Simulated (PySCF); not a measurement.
Identify the unknown among the candidates.

All candidates are C8H9B.

* UV, first state: lowest singlet excitation: 4.03 eV (308 nm, f = 0.000) [TDDFT CAM-B3LYP/def2-SVPD]
* 1H NMR: chemical shifts (computed TMS as zero) by class: 6.66 (1 H), 5.98 (1 H), 5.31 (1 H), 3.74 (1 H), 2.24 (2 H), 2.23 (3 H) ppm [GIAO HF/pcSseg-1]
* 13C NMR: chemical shifts (computed TMS as zero) by class: 158.2 (1 C), 146.7 (1 C), 112.5 (1 C), 94.4 (1 C), 82.6 (1 C), 74.0 (1 C), 31.8 (1 C), 5.4 (1 C) ppm [GIAO HF/pcSseg-1]
* Rotational structure: rotational constants A, B, C: 3.086, 0.591, 0.508 GHz [PBE0-D3(BJ)/def2-SVP]
* NMR, other nuclei: isotropic shieldings of nuclei other than C and H, by class: 52 (1 B) ppm [GIAO HF/pcSseg-1]
* Valence photoelectron: vertical ionisation energy: 8.56 eV [ΔSCF CAM-B3LYP/def2-SVPD]
* Polarisability: 114.8 au [CAM-B3LYP/def2-SVPD]
* UV, strongest line: among the 10 lowest singlet transitions: S3 at 5.43 eV (228 nm, f = 0.255) [TDDFT CAM-B3LYP/def2-SVPD]
* Dipole: 2.30 D [CAM-B3LYP/def2-SVPD]
* Triplet: lowest triplet excitation (Tamm–Dancoff): 3.40 eV [TDA CAM-B3LYP/def2-SVPD]

Gas-phase values; electronic properties from PySCF, density fitting. Levels stand in brackets. One conformer (not necessarily the lowest) at the PBE0-D3(BJ)/def2-SVP geometry, without solvent, vibrations or thermal averaging. NMR classes are plain means over equivalent atoms (diastereotopic ones count apart unless rotation or inversion swaps them), as if these changed places fast.

Task: Which candidate is it?
A. `C#C/C=C/CBC#CC`
B. `C=CC1=CC=CBC=C1`
C. `C#C/C=C\CBC#CC`

Result: C. It is `C#C/C=C\CBC#CC`. Numbering: `[CH:1]#[C:2]/[CH:3]=[CH:4]\[CH2:5][BH:6][C:7]#[C:8][CH3:9]`. 8 carbons fall into 8 classes; from least to most shielded: alkene CH carbon [C4] (158.2 ppm), alkyne carbon [C8] (146.7 ppm), alkene CH carbon [C3] (112.5 ppm), terminal alkyne carbon [C1] (94.4 ppm), alkyne carbon [C7] (82.6 ppm), alkyne carbon [C2] (74.0 ppm), sp3 carbon bound to boron [C5] (31.8 ppm), propargylic carbon [C9] (5.4 ppm). Hydrogen classes from least to most shielded: 1 H on an alkene CH carbon, C4 (6.66 ppm), 1 H on a three-coordinate boron, B6 (5.98 ppm), 1 H on an alkene CH carbon, C3 (5.31 ppm), 1 H on a terminal alkyne carbon, C1 (3.74 ppm), 2 H on an sp3 carbon bound to boron, C5 (2.24 ppm, a mean of values up to 2.1 ppm apart in this geometry), 3 H on a propargylic carbon, C9 (2.23 ppm). The other shieldings belong to: 52 ppm, three-coordinate boron [B6]. S1 is mainly HOMO−1→LUMO (weight 0.73); the largest Löwdin shares of the orbital it empties are 0.34 on an alkyne carbon, 0.32 on an alkyne carbon, 0.07 on the three-coordinate boron and 0.07 on the propargylic carbon, of the orbital it fills 0.38 on the three-coordinate boron, 0.17 on each of 2 atoms of one kind (alkyne carbon) and 0.09 on the sp3 carbon bound to boron. The first electron is taken from the HOMO, whose largest Löwdin shares are 0.21 on the terminal alkyne carbon, 0.21 on an alkene CH carbon, 0.20 on an alkene CH carbon and 0.17 on an alkyne carbon. The optimised geometry has point group C1 and is an asymmetric top.

The others, at the same levels:
- `C#C/C=C/CBC#CC` fails: its computed 13C shifts are 158.5 (1 C), 147.3 (1 C), 113.2 (1 C), 87.1 (1 C), 82.5 (1 C), 77.7 (1 C), 34.3 (1 C), 5.4 (1 C) ppm, 1H shifts are 6.89 (1 H), 5.98 (1 H), 5.34 (1 H), 3.36 (1 H), 2.23 (3 H), 1.90 (2 H) ppm and static isotropic polarisability is 119.4 au (against 114.8 au).
- `C=CC1=CC=CBC=C1` fails: its computed lowest singlet excitation is 4.24 eV (292 nm, f = 0.348) (against 4.03 eV), lowest triplet excitation (Tamm–Dancoff) is 2.45 eV (against 3.40 eV) and static isotropic polarisability is 120.8 au (against 114.8 au).

Each candidate is one conformer, not necessarily the lowest. The conformers computed, where there is a choice (atom-mapped SMILES and torsion angles):
- `[CH:1]#[C:2]/[CH:3]=[CH:4]\[CH2:5][BH:6][C:7]#[C:8][CH3:9]`: C3–C4–C5–B6 -124°, C4–C5–B6–C7 159°
- `[CH:1]#[C:2]/[CH:3]=[CH:4]/[CH2:5][BH:6][C:7]#[C:8][CH3:9]`: C3–C4–C5–B6 -124°, C4–C5–B6–C7 154°
- `[CH2:1]=[CH:2][C:3]1=[CH:4][CH:5]=[CH:6][BH:7][CH:8]=[CH:9]1`: C1–C2–C3–C4 -175°
